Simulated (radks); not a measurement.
Results of a calculation; reference values are marked as such.
Cl13+, 4 electrons, occupied as [He] 2s2. Code: a radial shooting solver on a logarithmic mesh with Libxc functionals. Model: scalar-relativistic Kohn-Sham, r2SCAN, spin-polarised, spherical densities, finite nucleus; meta-GGA in the generalised Kohn-Sham scheme; Fermi nuclear charge, rms radius 3.3654 fm.

Radial electron density D(r) = 4 pi r^2 rho(r):

r (bohr)  D(r) (e/bohr)
0.005263          1.003
0.006428          1.434
0.007788          2.004
0.009437          2.774
0.01143           3.793
0.01385           5.112
0.01679           6.771
0.0205            8.870
0.02484           11.19
0.0301            13.69
0.03648           16.11
0.0442            18.09
0.05355           19.20
0.06541           18.96
0.07925           17.18
0.09603           14.07
0.1164            10.28
0.141             6.847
0.1708            4.731
0.207             4.309
0.2528            5.111
0.3063            5.886
0.3712            5.647
0.4497            4.249
0.5449            2.411
0.6603           0.9874
0.8064           0.2592
0.9771          0.04512
1.184          0.004565

D(r) has 2 maxima, at r = 0.0575, 0.327 bohr, and minima at 0.197 bohr, inside which lie 2.07 electrons.
